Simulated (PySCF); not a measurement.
C₂H₂BF₃. Atoms are numbered in the order given.

```xyz
8

C     -1.1176    -1.5468     0.0000
C     -0.0166    -0.7872     0.0000
F      1.2023    -1.3622     0.0000
B     -0.0256     0.7730     0.0000
F      1.0914     1.4705     0.0000
F     -1.1726     1.4305     0.0000
H     -2.0995    -1.0715     0.0000
H     -1.0573    -2.6383     0.0000
```

Geometry: B3LYP-D3(BJ)/def2-SVP. One conformer was computed; it need not be the lowest.

These are TDDFT-PBE/def2-SVPD (PySCF) values and carry that method's errors.

Vertical excitations.  State labels are in the subgroup Cs.

```tsv
state	symmetry	energy (eV)	λ (nm)	f	main pairs
S1	A'	5.77	215	0.209	HOMO→LUMO 95 %
S2	A"	6.15	202	0.001	HOMO−1→LUMO 99 %
S3	A"	6.89	180	0.021	HOMO→LUMO+1 100 %
S4	A"	7.35	169	0.000	HOMO−2→LUMO 98 %
S5	A"	7.80	159	0.003	HOMO−3→LUMO 54 %, HOMO→LUMO+2 45 %
S6	A"	7.83	158	0.007	HOMO→LUMO+2 54 %, HOMO−3→LUMO 45 %
S7	A"	8.11	153	0.004	HOMO→LUMO+4 98 %
S8	A'	8.41	148	0.006	HOMO−1→LUMO+1 89 %
S9	A"	8.46	146	0.000	HOMO−5→LUMO 98 %
S10	A'	8.52	146	0.024	HOMO−4→LUMO 90 %
T1	A'	3.64	341	0	HOMO→LUMO 98 %
T2	A"	5.59	222	0	HOMO−1→LUMO 99 %
T3	A"	6.77	183	0	HOMO→LUMO+1 99 %
T4	A"	7.08	175	0	HOMO−2→LUMO 97 %
```
Triplets are in the Tamm–Dancoff approximation, which puts them higher than full response would, so one can lie above its singlet here.
